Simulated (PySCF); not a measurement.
SeF2, SMILES F[Se]F.

The structure is a stationary point at ωB97X-D3(BJ)/def2-TZVP.

Calculation: PySCF with M06-2X/def2-TZVPD.

Symmetry labels are those of the subgroup C2v that the program uses (full group C2v).

Computed valence orbital energies around the gap with their symmetry:
```tsv
orbital	symmetry	energy (eV)
HOMO−7	A1	-22.03
HOMO−6	B2	-16.83
HOMO−5	A1	-16.07
HOMO−4	B1	-15.88
HOMO−3	A2	-14.98
HOMO−2	B2	-14.48
HOMO−1	A1	-13.67
HOMO	B1	-8.57
LUMO	B2	-1.45
LUMO+1	A1	-0.65
LUMO+2	A1	0.46
LUMO+3	B1	0.81
```
